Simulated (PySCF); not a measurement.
# Static response to an electric field

Species: (S)-tert-butyl(methyl)(o-tolyl)phosphine borane, C12H22BP.
SMILES with atom numbers: `[BH3-:1][P@@+:2]([CH3:3])([c:4]1[cH:5][cH:6][cH:7][cH:8][c:9]1[CH3:10])[C:11]([CH3:12])([CH3:13])[CH3:14]` (hydrogens: H15, H16, H17 on B1; H18, H19, H20 on C3; H21 on C5; H22 on C6; H23 on C7; H24 on C8; H25, H26, H27 on C10; H28, H29, H30 on C12; H31, H32, H33 on C13; H34, H35, H36 on C14)

Geometry (PBE0-D3(BJ)/def2-SVP, Å), atoms numbered from 1 in this order:
```xyz
36
C12H22BP angstrom
B     -0.1881    1.8213    1.9119
P     -0.2811    0.9366    0.1992
C     -0.4653    2.2479   -1.0571
C      1.1574   -0.0479   -0.3782
C      1.4134   -0.0930   -1.7574
C      2.4715   -0.8278   -2.2820
C      3.3001   -1.5374   -1.4188
C      3.0613   -1.4951   -0.0492
C      2.0032   -0.7608    0.5038
C      1.8427   -0.7516    1.9950
C     -1.7705   -0.1886   -0.0054
C     -1.6066   -1.3557    0.9698
C     -1.8926   -0.7224   -1.4298
C     -3.0121    0.6250    0.3690
H     -0.3790    1.0250    2.8155
H      0.9248    2.3349    1.9285
H     -1.0799    2.6555    1.8094
H      0.4681    2.8280   -1.0762
H     -0.6894    1.8797   -2.0660
H     -1.2724    2.9127   -0.7224
H      0.7743    0.4596   -2.4472
H      2.6449   -0.8418   -3.3603
H      4.1377   -2.1205   -1.8089
H      3.7196   -2.0455    0.6277
H      0.8574   -1.1224    2.3085
H      1.9251    0.2682    2.3963
H      2.6091   -1.3816    2.4657
H     -1.4935   -1.0010    2.0046
H     -0.7371   -1.9791    0.7106
H     -2.5017   -1.9973    0.9261
H     -2.7781   -1.3757   -1.4975
H     -1.0165   -1.3203   -1.7213
H     -2.0274    0.0818   -2.1688
H     -3.1782    1.4674   -0.3197
H     -2.9391    1.0266    1.3897
H     -3.9009   -0.0247    0.3151
```

Level: wB97X-D/def2-SVPD (PySCF), static field, nuclei fixed, core orbitals frozen in the response. The polarisability tensor in these axes (au):

```
x   195.28 -24.74  -9.13
y   -24.74 164.97   6.01
z    -9.13   6.01 186.64
```

Q: Diagonalise the tensor; give its mean and Δα, where Δα² is half the sum of the squared differences of the eigenvalues.

A: Principal values 151.09, 182.24 and 213.55 au; mean 182.29 au = 27.01 Å³ = 30.06 × 10⁻⁴⁰ C²·m²/J; Δα = 54.09 au (30 % of the mean).

Q: What is the dipole moment, and where does it point?

A: (-0.21, -2.61, -3.98) D, 4.77 D in size, pointing from the negative to the positive side. Measured along this direction, the outermost atoms are H16, H17 and H15 at the negative end and H22 at the positive end.

Q: Form Σ f/ω² (atomic units) for the 10 lowest TDDFT singlets, given as eV and f, and set it beside the mean polarisability, which is this sum over all singlets: 5.21, 0.0218; 5.82, 0.0816; 6.50, 0.1960; 6.68, 0.2232; 6.76, 0.3674; 6.92, 0.3751; 7.12, 0.0217; 7.29, 0.0185; 7.34, 0.0071; 7.56, 0.0017.

A: They add up to 21.98 au, 12.1 % of the 182.29 au; the largest single term is 5.96 au, from the state at 6.76 eV. Terms in order: 0.59, 1.78, 3.44, 3.70, 5.96, 5.81, 0.32, 0.26, 0.10, 0.02 au. Higher excitations give the rest. The strengths listed sum to 1.314.

Q: Molar refractivity from α?

A: Lorentz–Lorenz: R = (4π/3)N_A α = 2.5225 cm³/(mol·Å³) × 27.01 Å³ = 68.1 cm³/mol, in the limit of long wavelengths.

Q: In a dilute gas of rigid molecules at 273 K, how does the orientational term μ²/3kT compare with the electronic polarisability?

A: In Gaussian units μ²/3kT = 200.84 Å³ against 27.01 Å³, a ratio of 7.43; the Debye molar polarisation (4π/3)N_A(α + μ²/3kT) is 574.8 cm³/mol, leaving out the vibrational part.

The structure is a single PBE0-D3(BJ)/def2-SVP conformer in the gas phase; no vibrational or solvent corrections.
